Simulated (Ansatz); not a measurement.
Computed with Ansatz on PBE0-D4/def2-TZVP structures; ΔE is electronic, products minus reactants. CCSD(T)/CBS is the MP2 limit (def2-TZVPP, def2-QZVPP) plus CCSD(T) − MP2 in def2-TZVPP, frozen cores. DFT in def2-TZVPP. def2 core potentials past Kr. For Br, Te outer-core shells are correlated without core-valence functions, which leaves a few kJ/mol of doubt a bond. Scalar relativity is left out up to krypton. One conformer a species, not always the lowest.

Consider the ligand exchange at a B–Te bond: `CC(C)[Te]B(O)O` + HBr → `OB(O)Br` + `CC(C)[TeH]`.

```json
{"level": "PBE-D4", "ΔE (eV)": "-0.33"}
{"level": "PBE", "ΔE (eV)": "-0.37"}
{"level": "PBE0", "ΔE (eV)": "-0.40"}
{"level": "r2SCAN0", "ΔE (eV)": "-0.40"}
```

**Question.** What does CCSD(T)/CBS give? (Best estimate.)

**Answer.** Ansatz gave: -0.33 eV. The listed levels differ from it by 0.00, -0.04, -0.07, -0.07 eV.

**Question.** What do rigid-rotor, harmonic-oscillator terms from PBE0-D4/def2-TZVP frequencies (298.15 K, 1 bar) make of the CCSD(T)/CBS value? (Best estimate.)

**Answer.** Computed: ΔZPE = +0.02 eV, ΔH = -0.34 eV, ΔS = 20 J/(mol·K), ΔG = -0.41 eV. Modes under 50 cm⁻¹ make the entropy rough.

Largest T1 diagnostic among the species: 0.011.

In def2-TZVPP, CCSD(T) changes the Hartree–Fock value by +0.19 eV (the triples alone add +0.03 eV) and MP2 by +0.22 eV. From BLYP to BHLYP (50 % exact exchange), in def2-TZVPP and without D4, ΔE moves by −0.04 eV. At CCSD(T), def2-SVP lies −0.05 eV from the extrapolated value and def2-TZVPP −0.02 eV.
